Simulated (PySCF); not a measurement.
A GIAO shielding run with PySCF (density fitting, non-relativistic, gas phase) on SMILES F[SiH2]S[Si@H](F)S[SiH3], F$_{2}$H$_{6}$S$_{2}$Si$_{3}$:

```
$ OMP_NUM_THREADS=1 python probes_run.py task.json out

{"job": {"kind": "nmr", "xc": "PBE0", "basis": "pcSseg-1"}, "charge": 0, "multiplicity": 1}
F      3.266770    -1.210562     1.405485
Si     2.327949    -0.720289     0.208436
S      1.123416     0.827254     1.077206
Si     0.054048     1.550696    -0.623571
F     -1.039376     2.541641     0.002581
S     -0.926278     0.022599    -1.734236
Si    -2.395964    -0.713442    -0.321669
H      3.200492    -0.166529    -0.804520
H      1.515881    -1.860170    -0.158462
H      0.852186     2.319138    -1.542923
H     -3.088361    -1.703185    -1.127689
H     -1.665367    -1.295008     0.797702
H     -3.229784     0.408342     0.081435
```

Hardware: 1 thread of an Intel Xeon, shared host. The job also computes population analyses, field gradients.

(1) How large is the calculation?

(2) How long does it take, and how much memory does it need?

## Answers

(1) 98 electrons, 184 basis functions and 1079 auxiliary functions.

(2) 110 s of wall time, with 12 SCF cycles and 4 response iterations; peak memory 0.82 GiB. Times on a shared host scatter by some tens of per cent.
